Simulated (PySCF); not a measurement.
Vertical excitations of a molecule C4H6F2 from TDA-ωB97X/def2-SVPD in PySCF 2.14.0, as energy in eV (oscillator strength): 9.09 (0.019), 9.41 (0.025), 9.51 (0.000), 9.65 (0.016), 9.78 (0.026), 9.85 (0.001), 10.00 (0.004), 10.15 (0.055), 10.41 (0.000), 10.45 (0.013). Lowest triplet (TDA): 8.72 eV. The structure is a stationary point at PBE0-D3(BJ)/def2-SVP. One conformer was computed; it need not be the lowest.

Problem. Identify the compound among the candidates.
(A) F[C@H]1CC[C@@H]1F
(B) F[C@H]1C[C@@H](F)C1
(C) C=C(C)C(F)F
(D) CC(C)=C(F)F

Solution. A, F[C@H]1CC[C@@H]1F
